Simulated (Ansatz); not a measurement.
`[SiH3][O][Mg][Cl]` at its PBE0-D4/def2-TZVP geometry, where that method's forces vanish. Charge 0, multiplicity 1.

| atom | x (Å) | y (Å) | z (Å) |
| --- | --- | --- | --- |
| Si1 | 0.3686 | -0.4615 | -1.1359 |
| O2 | -0.0966 | 0.1206 | 0.2966 |
| Mg3 | -0.6089 | 0.7622 | 1.8760 |
| Cl4 | -1.2337 | 1.5449 | 3.8026 |
| H5 | 0.2781 | 0.5837 | -2.1963 |
| H6 | 1.7804 | -0.9409 | -1.0890 |
| H7 | -0.4878 | -1.6091 | -1.5540 |

Question: For each bond, give half the difference of the two atoms' forces along it (eV/Å; positive pushes the atoms apart) under PBE-D4, r2SCAN-D4, B3LYP-D4, ωB97M-V in def2-TZVPP. (Estimate.)

Answer: Ansatz gave: 
```tsv
bond	length (Å)	PBE-D4	r2SCAN-D4	B3LYP-D4	ωB97M-V
Si1–O2	1.615	0.34	0.03	0.18	0.15
Si1–H5	1.492	0.01	-0.03	-0.09	-0.14
Si1–H6	1.492	0.01	-0.03	-0.09	-0.14
Si1–H7	1.492	0.01	-0.03	-0.09	-0.14
O2–Mg3	1.780	-0.07	0.02	-0.05	0.03
Mg3–Cl4	2.171	0.00	0.00	0.04	0.00
```

B3LYP here is the variant with VWN-RPA as its local correlation; programs differ in this.
